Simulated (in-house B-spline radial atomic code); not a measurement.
**RPA and G0W0 on Hartree-Fock: Br VIII (Br7+)**

Configuration [Ar] 3d10, mean-field start Hartree-Fock. Computed with a B-spline radial code for spherical atoms: all electrons, scalar-relativistic (spin-free one-electron X2C), finite nucleus, each spin shell either full or empty, empty states to l = 9 with an (l + 1/2)⁻⁴ tail; G0W0 by contour deformation at full frequency.

Command:
```bash
python run_gw.py task.json out
```
Settings (radii: box in bohr, nucleus in fm):
```
Z                        35
electrons                28
configuration            [Ar] 3d10
hamiltonian              x2c
method                   hf
lmax                     9
rms_radius               4.1629
spin_polarised           False
box_radius               8.41
intervals                67
```

Run time, properties included: 2.5 s on 1 thread of Arm Neoverse N1, on a shared host.

Energies (hartree):

```json
{"term": "mean-field total", "value": "-2591.37150"}
{"term": "Hartree-Fock functional on these orbitals", "value": "-2591.37150"}
{"term": "direct second order", "value": "-2.2077"}
{"term": "second-order exchange", "value": "0.64979"}
{"term": "SOSEX correction", "value": "0.6137"}
```

Problem. What is the RPA correlation energy, and what remains with SOSEX?

Solution. RPA gives -1.9961 hartree (-1.94 eV per electron); RPA + SOSEX gives -1.3824, and the second-order doubles (MP2) -1.5579 hartree. SOSEX takes back 31 % of the RPA value.

Quasi-particle levels (eV):

```tsv
level	occupied	mean field	Σx - vxc	Σc	QP weight	G0W0
3d	yes	-195.03	0.00	?	?	?
3s	yes	-386.13	0.00	7.52	0.875	-378.61
2p	yes	-1717.15	0.00	19.94	0.901	-1697.21
4s	no	-101.65	0.00	-1.16	0.996	-102.81
```

G0W0 = mean field + (Σx - vxc) + Σc, with Σc (partial-wave tail included) taken at the quasi-particle energy. Only the outer levels were computed. Levels of low weight are left out.

Problem. Where does G0W0 put 3d?

Solution. At -193.57 eV, with Σc = 1.46 eV and a quasi-particle weight of 0.978. The tabulated removal energy is 192.61 ± 0.06 eV (NIST, measured); the calculation leaves out spin-orbit coupling, Breit and QED terms, and what these don't explain is the method's own error.
